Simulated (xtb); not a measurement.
CH₅BO, SMILES BOC. All values are semi-empirical tight-binding results from xtb (GFN2-xTB unless named), good for trends rather than for accurate numbers. Geometry optimised at GFN2-xTB.

Optimised geometry:

Bonds (Å): B1–H2 1.171, B1–H3 1.182, B1–O4 1.320, O4–C5 1.405, C5–H6 1.094, C5–H7 1.093, C5–H8 1.093. Angles (°): H2–B1–H3 122.1, H2–B1–O4 115.4, H3–B1–O4 122.5, B1–O4–C5 124.9, O4–C5–H6 111.8, O4–C5–H7 108.6, O4–C5–H8 108.7, H6–C5–H7 109.4, H6–C5–H8 109.4, H7–C5–H8 108.8.

Computed properties:
| Property | Result |
|---|---|
| point group as xtb finds it | Cs |
| orbital gap | 5.85 eV |
| dipole moment | 1.87 D |
| zero-point energy | 38.7 kcal/mol |
| G − E(el) at 298.15 K (modified RRHO) | 22.8 kcal/mol |
| static polarisability (D4 model) | 33.9 bohr³ |
| solvation energy, GFN2-xTB/ALPB(water) | -1.8 kcal/mol |
| solvation energy, GFN2-xTB/ALPB(dmf) | -4.2 kcal/mol |

Computed IR lines (harmonic; lines under 4 % of the strongest left out, lines within 3 cm⁻¹ merged):
ν (cm⁻¹): 892 (s), 993 (m), 1144 (w), 1186 (w), 1356 (vs), 1419 (m), 1474 (w), 2523 (vs), 2640 (vs), 2948 (m), 2964 (w), 2976 (w) (against the strongest line: vs over 80 %, s over 45 %, m over 15 %, w over 4 %, vw less)

Computed atomic charges and the Wiberg bond orders between heavy atoms:
charges (e) B1 0.31, H2 -0.09, H3 -0.12, O4 -0.28, C5 0.03, H6 0.04, H7 0.06, H8 0.06. Bond orders B1–O4 1.35, O4–C5 0.98.
